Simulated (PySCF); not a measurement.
C2H4ClNSi, SMILES Cl[Si@H]1C=NC1.

Coordinates come from a PBE-D3(BJ)/def2-SVP optimisation. The structure was generated by enumeration; whether it is a known compound was not checked.

The numbers are results of PBE-D3(BJ)/def2-SVP (PySCF), not measurements.

Frequencies are harmonic and unscaled.

Computed harmonic wavenumbers and intensities:
```
mode  ν (cm⁻¹)  IR (km/mol)    moving atoms (share of kinetic energy)
----  --------  -----------  ----------------------------------------
1          100          8.4                  N 34 %, Si 30 %, Cl 24 %
2          174          3.8          C 36 %, Si 24 %, H 19 %, Cl 18 %
3          332          5.3           C 33 %, H 28 %, N 23 %, Cl 15 %
4          434          8.5  Si 27 %, Cl 25 %, H 21 %, C 16 %, N 10 %
5          586         92.2          Si 50 %, Cl 17 %, H 15 %, C 11 %
6          609         10.5                            H 58 %, C 31 %
7          690         27.8                   H 50 %, C 25 %, Si 22 %
8          712         58.8                   H 64 %, Si 17 %, C 15 %
9          788         91.8                    H 52 %, C 28 %, N 16 %
10         814         39.2           H 51 %, C 20 %, N 18 %, Si 10 %
11         878          5.5                            H 81 %, C 18 %
12         928         14.9                     C 63 %, N 23 %, H 9 %
13        1089          7.6                            H 84 %, C 11 %
14        1127          2.3                            H 72 %, C 26 %
15        1218          9.4                    H 70 %, C 19 %, N 10 %
16        1363          3.5                             H 91 %, C 8 %
17        1558         12.7                            C 49 %, N 46 %
18        2142        122.3                                    H 96 %
19        3001          9.1                                    H 95 %
20        3060          1.8                            H 90 %, C 10 %
21        3071         17.7                             H 91 %, C 9 %
```
